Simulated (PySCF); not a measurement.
# Radial density of K³⁺ (potassium, charge +3)

PBE0, [Ne] 3s2 3p4, high-spin 3P determinant. Computed with PySCF 2.14 in x2c-SVPall (5s3p2d, 24 functions), with the spin-free X2C one-electron Hamiltonian (Gaussian nucleus).

```
r (bohr)  4πr²ρ (e/bohr)  4πr²(ρα − ρβ)
 0.00137          0.1198         0.0000
 0.00231          0.3280         0.0000
 0.00389          0.8578         0.0000
 0.00654           2.097         0.0000
  0.0110           4.863         0.0001
  0.0185           10.09         0.0008
  0.0311           17.45         0.0050
  0.0523           22.18         0.0273
  0.0881           18.67         0.1086
   0.148           15.91         0.2863
   0.249           22.38         0.3251
   0.419           15.23         0.0121
   0.705           4.524         0.6330
    1.19           5.164         1.6250
    1.99           1.675         0.6276
    3.35         0.06129         0.0280
    5.64        0.002467         0.0012
    9.49       0.0002103         0.0001
    16.0       1.336e-05         0.0000
```

Densities and radii are taken from the X2C orbitals without a picture-change correction, which distorts them close to the nucleus.
